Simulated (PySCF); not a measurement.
## Strontium: a sound run and one with changed settings

Sound run: Sr [Kr] 5s2, Sr⁺ [Kr] 5s1. Calculation: PySCF 2.14, in def2-SVP with the def2 core potential (28 electrons); a scalar-relativistic core potential. In the sound run the correlated levels freeze 4s2 4p6 outside the core potential. The sound run starts from symmetry-adapted Hartree-Fock orbitals and uses a fine grid where one is needed.

A second run was set up differently.

```
species  method  sound run (hartree)  changed run (hartree)  converged
     Sr     MP2            -30.35468              -30.41830        yes
    Sr⁺     MP2                  n/a              -30.21957        yes
```

Ionisation energy of Sr:

```json
{"method": "UHF", "sound run (eV)": "4.741", "changed run (eV)": "4.741"}
{"method": "MP2", "sound run (eV)": "5.173", "changed run (eV)": "5.408"}
{"method": "SCS-MP2", "sound run (eV)": "5.260", "changed run (eV)": "5.452"}
```

**Question.** What was changed?
A. too few SCF iterations
B. basis contracted for another Hamiltonian
C. minimal basis
D. all electrons correlated in a valence basis

**Answer.** D. A valence basis has no tight correlating functions, so it recovers only part of the core correlation, and not evenly between atom and ion.
